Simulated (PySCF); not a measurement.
Dibenzothiophene, C12H8S.
Structure used (PBE0-D3(BJ)/def2-SVP), in Å, numbered top down from 1:
```
atom  x, y, z in Å
C1     3.3582    0.0204    0.0770
C2     2.8012    1.2976   -0.0817
C3     1.4238    1.4673   -0.1156
C4     0.5825    0.3536    0.0097
C5     1.1605   -0.9255    0.1681
C6     2.5454   -1.0998    0.2032
S7    -0.0389   -2.1907    0.3046
C8    -1.3377   -1.0293    0.1558
C9    -2.7036   -1.3181    0.1775
C10   -3.6062   -0.2696    0.0446
C11   -3.1559    1.0497   -0.1083
C12   -1.7969    1.3329   -0.1293
C13   -0.8664    0.2934    0.0032
H14    4.4440   -0.0981    0.1023
H15    3.4573    2.1652   -0.1794
H16    0.9943    2.4642   -0.2394
H17    2.9798   -2.0941    0.3267
H18   -3.0546   -2.3452    0.2967
H19   -4.6785   -0.4783    0.0596
H20   -3.8808    1.8599   -0.2121
H21   -1.4509    2.3622   -0.2491
```

The closed-shell ground state was solved at several levels (PySCF, density fitting, gas phase, non-relativistic).

| level | basis functions | HOMO (eV) | LUMO (eV) | gap (eV) | dipole (D) |
| --- | --- | --- | --- | --- | --- |
| CAM-B3LYP/pcSseg-1 | 268 | -7.42 | -0.19 | 7.23 | 0.79 |
| CAM-B3LYP/def2-SVPD | 331 | -7.40 | -0.23 | 7.17 | 0.82 |

What might PBE0/pcSseg-1 (268 basis functions) give for the same quantities?

HOMO -6.34 eV, LUMO -1.23 eV, gap 5.11 eV, dipole 0.77 D.

Over all these levels, which gives the widest orbital gap and which the narrowest?

CAM-B3LYP/pcSseg-1 (range-separated hybrid) has the widest, 7.23 eV, and PBE0/pcSseg-1 (global hybrid, 25 % exact exchange) the narrowest, 5.11 eV. The two share the basis. From the narrowest to the widest the HOMO moves by -1.08 eV and the LUMO by +1.04 eV.

How far do the dipole and the HOMO energy spread over the levels?

The dipole runs from 0.77 to 0.82 D (mean 0.79 D) and the HOMO from -7.42 to -6.34 eV.
